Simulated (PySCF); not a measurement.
SMILES Cl[Te]Cl (Cl2Te) (PBE0/def2-SVP optimised geometry):

```
3

Te    -0.971    -1.161     0.000
Cl    -1.389     1.161     0.000
Cl     1.389    -1.161     0.000
```

Level of theory: PBE0/def2-TZVP, def2 effective core potentials past Kr in PySCF.

What are the frontier orbital energies and the dipole moment?

HOMO-2 -9.59 eV, HOMO-1 -9.43 eV, HOMO -6.72 eV, LUMO -2.87 eV, LUMO+1 -2.80 eV; dipole moment 2.05 D.

On the same geometry PBE/def2-TZVP, def2 effective core potentials past Kr run with PySCF gives HOMO-2 -8.10 eV, HOMO-1 -8.05 eV, HOMO -5.56 eV, LUMO -3.68 eV, LUMO+1 -3.57 eV; dipole moment 1.90 D.
